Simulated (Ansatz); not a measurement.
Isolated molecules relaxed with PBE0-D4/def2-TZVP in Ansatz; ΔE leaves out vibrations. CCSD(T)/CBS is the MP2 limit (def2-TZVPP, def2-QZVPP) plus CCSD(T) − MP2 in def2-TZVPP, frozen cores. This one scheme is used for every species. Functionals use def2-TZVPP.

Reaction (substitution at a C–Si bond): `O=C=C[SiH3]` + H–F → `O=C=CF` + SiH₄

`O=C=C[SiH3]`:

```xyz
8

O    -2.648   -0.079    0.677
C    -1.521   -0.332    0.643
C    -0.241   -0.589    0.578
Si    0.849    0.394   -0.544
H     0.136   -1.390    1.202
H     1.912    1.087    0.230
H     1.506   -0.488   -1.544
H     0.006    1.397   -1.242
```

H–F:

Z-matrix (Å, degrees):
```
F
H 1 0.920
```

`O=C=CF`:

Cartesian coordinates in Å:
```
O -1.776 0.759 0.376
C -0.727 0.316 0.159
C 0.482 -0.156 -0.058
F 0.676 -1.170 -0.921
H 1.346 0.251 0.444
```

SiH₄:

Z-matrix (Å, degrees):
```
Si
H 1 1.485
H 1 1.485 2 109.5
H 1 1.485 2 109.5 3 -120.0
H 1 1.485 2 109.5 3 120.0
```

Question: Is it downhill or uphill in electronic energy at CCSD(T)/CBS, and by how much? (Estimate.)

Answer: The calculation gave: Uphill: ΔE = +1.97 eV.

Question: What do these levels give: B97M-V, PBE, BLYP, MP2/def2-SVP, HF/def2-TZVPP, MP2/def2-QZVPP? (Best estimate.)

Answer: Computed: B97M-V 1.82, PBE 1.75, BLYP 1.62, MP2/def2-SVP 1.82, HF/def2-TZVPP 1.77, MP2/def2-QZVPP 2.14 eV.

Largest T1 diagnostic among the species: 0.016.

Leaving LDA and LC-ωPBE aside and taking each functional with its dispersion term where it has one, the values, not all of them listed here, spread over 0.28 eV, from BLYP-D4 to PBE-QIDH. LDA lies +0.04 eV from PBE without D4. From BLYP to BHLYP (50 % exact exchange), in def2-TZVPP and without D4, ΔE moves by +0.16 eV.
